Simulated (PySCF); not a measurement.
An element was calculated at PBE0 (PySCF 2.14, spin-free X2C, a quadruple-zeta basis, no spin-orbit coupling), in the ground configurations that NIST lists.

```
first ionisation energy    : 12.396 eV
second ionisation energy   : 21.112 eV
third ionisation energy    : 30.513 eV
polarisability of the atom : 27.8 bohr³
```

Q: Which element is it?

A: Xenon (Xe, Z = 54), in aug-cc-pVQZ-DK3. NIST lists 12.130, 20.975, 31.05 ± 0.04 eV for these ionisation energies.
